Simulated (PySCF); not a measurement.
GeH5Si, SMILES [SiH3][GeH2], multiplicity 2. The structure is a stationary point at PBE0-D3(BJ)/def2-TZVP. The isomer is the one that the SMILES or the coordinates give; other isomers of the formula were not compared.

Computed with PBE0-D3(BJ)/def2-TZVP (PySCF 2.14.0).

Harmonic wavenumbers (cm⁻¹): 112, 343, 368, 393, 556, 600, 827, 887, 934, 937, 2110, 2134, 2203, 2227, 2236. Rotational constants (GHz): 51.45, 3.730, 3.663; symmetry number 1.

Q: Work out the zero-point energy and the ideal-gas rigid-rotor harmonic-oscillator thermochemistry at 298.15 K and 1 atm.

A: ZPE = ½ Σ hcν = ½ × 16866 cm⁻¹ = 24.11 kcal/mol. H − E(el) = 27.93 kcal/mol. Entropy in cal/(mol K): translation 39.88, rotation 23.64, vibration 8.07, spin 1.38, total 72.97. G − E(el) = 6.17 kcal/mol. Cp = 18.72 cal/(mol K). Modes under 150 cm⁻¹ make the vibrational entropy uncertain.
